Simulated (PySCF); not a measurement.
C2H3O, multiplicity 2. Atoms are numbered in the order given.

```xyz
6

C      0.1733    -1.1715     0.0000
C     -0.4073     0.1317     0.0000
O      0.2646     1.1747     0.0000
H      1.2597    -1.2718     0.0000
H     -0.4499    -2.0673     0.0000
H     -1.5227     0.1803     0.0000
```
Charge 0, spin multiplicity 2.

Coordinates come from a PBE-D3(BJ)/def2-TZVP optimisation. The isomer is the one that the SMILES or the coordinates give; other isomers of the formula were not compared.

Method: CAM-B3LYP/def2-TZVPD in PySCF.

Gas-phase values at a fixed geometry.

Computed frontier levels, dipole moment and polarisability:
| Item | Result |
|---|---|
| α spin, highest occupied and lowest empty level | -9.29 and 0.91 eV |
| β spin, highest occupied and lowest empty level | -9.15 and -2.57 eV |
| dipole moment | 3.12 D |
| quadrupole, principal values (traceless, Buckingham form, about the centre of nuclear charge) | -2.26, -0.52, 2.78 D·Å |
| mean static polarisability | 30.7 bohr³ (4.55 Å³) |
| polarisability, principal values | 21.6, 30.3, 40.3 bohr³ |
| ⟨S²⟩ | 0.775 (pure state 0.75) |
